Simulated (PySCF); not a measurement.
Isomers of C3H6N2Si, one GFN2-xTB conformer each. Single-point energies are computed at PBE0/pcSseg-1 (PySCF, gas phase, no added dispersion term), electronic only.

Problem. Rank them by PBE0/pcSseg-1 energy, lowest first (kJ/mol).
A. `[SiH3]c1cn[nH]c1`
B. `[N:1]#[C:2][CH2:3]/[CH:4]=[N:5]/[SiH3:6]` with C2–C3–C4–N5 -123°
C. `[SiH3]N1C=CN=C1`
D. `[N:1]#[C:2][CH2:3]/[CH:4]=[N:5]\[SiH3:6]` with C2–C3–C4–N5 116°
E. `[CH2:1]=[CH:2][Si@@H:3]([NH2:4])[C:5]#[N:6]` with C1–C2–Si3–N4 17°, C2–Si3–N4–H -175° and 43°
F. `[CH3:1]/[CH:2]=[N:3]\[SiH2:4][C:5]#[N:6]` with C2–N3–Si4–C5 -117°
G. `[CH3:1]/[CH:2]=[N:3]/[SiH2:4][C:5]#[N:6]` with C2–N3–Si4–C5 121°

Solution. C (0.0), E (14.8), G (57.8), F (64.4), A (69.9), B (114.4), D (125.1).

As drawn, the lowest has an aromatic ring, which the highest lacks; the highest has a C≡N group and a C=N bond, which the lowest lacks. Neighbours under 10 kJ/mol apart (C/C=N/[SiH2]C#N and C/C=N\[SiH2]C#N; C/C=N\[SiH2]C#N and [SiH3]c1cn[nH]c1) can change places with a better method, another conformer or zero-point energy. C/C=N/[SiH2]C#N and C/C=N\[SiH2]C#N are stereoisomers, 6.6 kJ/mol apart in the conformers taken. N#CC/C=N/[SiH3] and N#CC/C=N\[SiH3] are stereoisomers, 10.7 kJ/mol apart in the conformers taken. GFN2-xTB itself gives, in the same order: 0.0, 302.8, 225.0, 222.0, 141.6, 197.1, 194.1. Both levels put the same isomer lowest; measured from each level's own lowest isomer, the values differ by up to 288.0 kJ/mol (C=C[Si@@H](N)C#N: 302.8 against 14.8).

Problem. Which frontier levels, dipoles and rotational constants go with these structures?

Solution. 
```json
{"SMILES": "[SiH3]n1ccnc1", "HOMO (eV, PBE0/pcSseg-1)": "-6.78", "LUMO (eV)": "0.02", "dipole (D)": "3.69", "A, B, C (MHz)": "8933, 2118, 1747"}
{"SMILES": "C=C[Si@@H](N)C#N", "HOMO (eV, PBE0/pcSseg-1)": "-8.20", "LUMO (eV)": "-0.95", "dipole (D)": "3.91", "A, B, C (MHz)": "4421, 1912, 1482"}
{"SMILES": "C/C=N/[SiH2]C#N", "HOMO (eV, PBE0/pcSseg-1)": "-7.45", "LUMO (eV)": "-1.14", "dipole (D)": "5.18", "A, B, C (MHz)": "6369, 1381, 1183"}
{"SMILES": "C/C=N\\[SiH2]C#N", "HOMO (eV, PBE0/pcSseg-1)": "-7.41", "LUMO (eV)": "-1.17", "dipole (D)": "5.45", "A, B, C (MHz)": "6484, 1436, 1341"}
{"SMILES": "[SiH3]c1cn[nH]c1", "HOMO (eV, PBE0/pcSseg-1)": "-7.31", "LUMO (eV)": "0.14", "dipole (D)": "2.25", "A, B, C (MHz)": "8782, 1907, 1595"}
{"SMILES": "N#CC/C=N/[SiH3]", "HOMO (eV, PBE0/pcSseg-1)": "-7.53", "LUMO (eV)": "-1.18", "dipole (D)": "3.47", "A, B, C (MHz)": "11830, 1060, 1011"}
{"SMILES": "N#CC/C=N\\[SiH3]", "HOMO (eV, PBE0/pcSseg-1)": "-7.43", "LUMO (eV)": "-1.22", "dipole (D)": "3.39", "A, B, C (MHz)": "7753, 1284, 1218"}
```
